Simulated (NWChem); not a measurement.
# Relativistic effects in AlF₂I

```
Al
F 1 1.6525
F 1 1.6525 2 117.94
I 1 2.4431 2 121.03 3 180.00
```
Charge 0, spin multiplicity 1.

The numbers come from NWChem runs, not from measurements. All single points use one geometry, from B3LYP/def2-SVP with def2 effective core potentials on I, a minimum by its harmonic frequencies.

Functional PBE0, all-electron basis x2c-SVPall-2c, contracted for the X2C Hamiltonian and used here with ZORA. The ion keeps the geometry and has multiplicity 2 in the scalar run; the spin-orbit run starts from the same electron counts.

Costs are rough ratios of processor time within this set of runs, SCF included, with scalar ZORA as 1.

The structure started from a generated list of species. The stability of the SCF solutions was not checked.

```json
[
 {"Hamiltonian": "scalar ZORA", "ΔSCF ionisation energy (eV)": "10.83", "HOMO (eV)": "-8.31", "LUMO (eV)": "-1.49", "gap (eV)": "6.81", "relative cost": "1"},
 {"Hamiltonian": "spin-orbit ZORA", "ΔSCF ionisation energy (eV)": "10.58", "HOMO (eV)": "-8.07", "LUMO (eV)": "-1.49", "gap (eV)": "6.59", "relative cost": "under 3"}
]
```

From scalar ZORA to spin-orbit ZORA the ionisation energy decreases by 0.25 eV.
